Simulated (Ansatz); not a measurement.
Ansatz (an electronic-structure program) input file for C2H4ClFSi2, SMILES [SiH2](C#C[SiH2]F)Cl, PBE-D3(BJ)/def2-SVP. 

Ansatz 0.2 input:
```yaml
crystal:
  periodic: [false, false, false]
  atoms:
    - {symbol: Si, position_ang: [2.73744584, 0.57600152, -0.43219222]}
    - {symbol: F, position_ang: [3.71380856, -0.71854987, -0.41124052]}
    - {symbol: C, position_ang: [1.01765460, 0.01703196, -0.14010887]}
    - {symbol: C, position_ang: [-0.13892345, -0.33403972, 0.05349505]}
    - {symbol: Si, position_ang: [-1.86445120, -0.87720335, 0.34453628]}
    - {symbol: Cl, position_ang: [-3.09779898, 0.77706864, 0.33124476]}
    - {symbol: H, position_ang: [2.83054739, 1.21286878, -1.76969552]}
    - {symbol: H, position_ang: [3.15138226, 1.49419736, 0.65810654]}
    - {symbol: H, position_ang: [-2.28169716, -1.79669995, -0.74474204]}
    - {symbol: H, position_ang: [-1.95623844, -1.53471213, 1.67320087]}
basis:
  gaussian:
    orbitals: def2-SVP
hamiltonian:
  xc: pbe
  dispersion: d3bj
relax: {f_tol: 0.002, max_steps: 200}
```

Program output:

```
Functional definition: PBE
integrals: 0.06 GiB planned
1283 factors; their error is unknown
mean field: 0.31 GiB planned
mean field evaluation 1: about -33097.2974 eV, gradient 5.1e1 eV
mean field evaluation 2: about -33085.3885 eV, gradient 8.6e1 eV
mean field evaluation 4: about -33103.8164 eV, gradient 4.1e0 eV
mean field evaluation 8: about -33103.8485 eV, gradient 3.1e-1 eV
mean field evaluation 16: about -33103.7578 eV, gradient 1.7e-4 eV
mean field -33103.75781784 eV, -1216.5406612726 hartree, gradient 2.7e-5 eV, S^2 0.000000; 0 other end points of the search recorded, 0 dependent functions left out
the calculation of the forces begins
reference -33103.75785910 eV, -1216.5406627890 hartree; 35, 35 occupied and 81, 81 virtual orbitals, 1283 factors
relax step   1: F+E_penalty+E_count = -33104.00234073 eV  Δ(F+E_penalty+E_count) = +0.000e0 eV  max|allowed force component| = 1.048e0 eV/Å  Δτ_max = 0.0000 Å  (27 SCF iters, accepted)
these checks for a lower state are left out or cut short: starts, cluster_reference, orbital_swaps, neighbouring_geometries, increment
integrals: 0.06 GiB planned
1283 factors; their error is unknown
mean field: 0.31 GiB planned
mean field -33103.77745998 eV, -1216.5413831080 hartree, gradient 1.1e-5 eV, S^2 0.000000; 0 other end points of the search recorded, 0 dependent functions left out
the calculation of the forces begins
reference -33103.77750122 eV, -1216.5413846234 hartree; 35, 35 occupied and 81, 81 virtual orbitals, 1283 factors
relax step   2: F+E_penalty+E_count = -33104.02067592 eV  Δ(F+E_penalty+E_count) = -1.834e-2 eV  max|allowed force component| = 2.234e-1 eV/Å  Δτ_max = 0.0249 Å  (30 SCF iters, accepted)
these checks for a lower state are left out or cut short: starts, cluster_reference, orbital_swaps, neighbouring_geometries, increment
integrals: 0.06 GiB planned
1283 factors; their error is unknown
mean field: 0.31 GiB planned
mean field evaluation 32: about -33103.7792 eV, gradient 1.0e-5 eV
mean field -33103.77918333 eV, -1216.5414464400 hartree, gradient 1.0e-5 eV, S^2 0.000000; 0 other end points of the search recorded, 0 dependent functions left out
the calculation of the forces begins
reference -33103.77922454 eV, -1216.5414479544 hartree; 35, 35 occupied and 81, 81 virtual orbitals, 1283 factors
relax step   3: F+E_penalty+E_count = -33104.02222537 eV  Δ(F+E_penalty+E_count) = -1.549e-3 eV  max|allowed force component| = 7.306e-2 eV/Å  Δτ_max = 0.0074 Å  (31 SCF iters, accepted)
these checks for a lower state are left out or cut short: starts, cluster_reference, orbital_swaps, neighbouring_geometries, increment
integrals: 0.06 GiB planned
1283 factors; their error is unknown
mean field: 0.31 GiB planned
mean field -33103.77933829 eV, -1216.5414521345 hartree, gradient 1.5e-5 eV, S^2 0.000000; 0 other end points of the search recorded, 0 dependent functions left out
the calculation of the forces begins
reference -33103.77937947 eV, -1216.5414536481 hartree; 35, 35 occupied and 81, 81 virtual orbitals, 1283 factors
relax step   4: F+E_penalty+E_count = -33104.02236266 eV  Δ(F+E_penalty+E_count) = -1.373e-4 eV  max|allowed force component| = 5.140e-3 eV/Å  Δτ_max = 0.0024 Å  (23 SCF iters, accepted)
these checks for a lower state are left out or cut short: starts, cluster_reference, orbital_swaps, neighbouring_geometries, increment
integrals: 0.06 GiB planned
1283 factors; their error is unknown
mean field: 0.31 GiB planned
mean field -33103.77934277 eV, -1216.5414522991 hartree, gradient 6.1e-5 eV, S^2 0.000000; 0 other end points of the search recorded, 0 dependent functions left out
the calculation of the forces begins
reference -33103.77938395 eV, -1216.5414538128 hartree; 35, 35 occupied and 81, 81 virtual orbitals, 1283 factors
relax step   5: F+E_penalty+E_count = -33104.02237181 eV  Δ(F+E_penalty+E_count) = -9.158e-6 eV  max|allowed force component| = 2.539e-3 eV/Å  Δτ_max = 0.0010 Å  (19 SCF iters, accepted)
these checks for a lower state are left out or cut short: starts, cluster_reference, orbital_swaps, neighbouring_geometries, increment
integrals: 0.06 GiB planned
1283 factors; their error is unknown
mean field: 0.31 GiB planned
mean field -33103.77933766 eV, -1216.5414521113 hartree, gradient 4.6e-5 eV, S^2 0.000000; 0 other end points of the search recorded, 0 dependent functions left out
the calculation of the forces begins
reference -33103.77937885 eV, -1216.5414536250 hartree; 35, 35 occupied and 81, 81 virtual orbitals, 1283 factors
relax step   6: F+E_penalty+E_count = -33104.02237351 eV  Δ(F+E_penalty+E_count) = -1.700e-6 eV  max|allowed force component| = 4.580e-4 eV/Å  Δτ_max = 0.0011 Å  (19 SCF iters, accepted)
integrals: 0.06 GiB planned
1283 factors; their error is unknown
mean field: 0.31 GiB planned
mean field evaluation 64: about -33103.7793 eV, gradient 1.9e-5 eV
mean field -33103.77933766 eV, -1216.5414521113 hartree, gradient 4.6e-5 eV, S^2 0.000000; 1 other end points of the search recorded, 0 dependent functions left out
the calculation of the forces begins
reference -33103.77937885 eV, -1216.5414536250 hartree; 35, 35 occupied and 81, 81 virtual orbitals, 1283 factors
Total energy: -33104.02241471 eV, -1216.5503850281 hartree
Atom 0 at     2.748841     0.577260    -0.433855 Å, force    -0.000458    -0.000048     0.000075 eV/Å
Atom 1 at     3.737499    -0.727099    -0.413225 Å, force    -0.000006     0.000013     0.000005 eV/Å
Atom 2 at     1.023409     0.020991    -0.141334 Å, force     0.000041     0.000053    -0.000015 eV/Å
Atom 3 at    -0.144449    -0.336446     0.054494 Å, force     0.000151    -0.000060    -0.000013 eV/Å
Atom 4 at    -1.874971    -0.878240     0.346049 Å, force     0.000167     0.000260    -0.000051 eV/Å
Atom 5 at    -3.120900     0.784885     0.333661 Å, force    -0.000104    -0.000075     0.000032 eV/Å
Atom 6 at     2.840380     1.221045    -1.781718 Å, force     0.000102    -0.000043    -0.000060 eV/Å
Atom 7 at     3.163598     1.504801     0.664879 Å, force     0.000110    -0.000011     0.000027 eV/Å
Atom 8 at    -2.294718    -1.807399    -0.750379 Å, force    -0.000010    -0.000043    -0.000043 eV/Å
Atom 9 at    -1.966962    -1.543835     1.684033 Å, force     0.000007    -0.000046     0.000044 eV/Å
Dipole moment:    -0.032789     0.017804     0.000547 e Å
```

The calculation finished and met its thresholds.
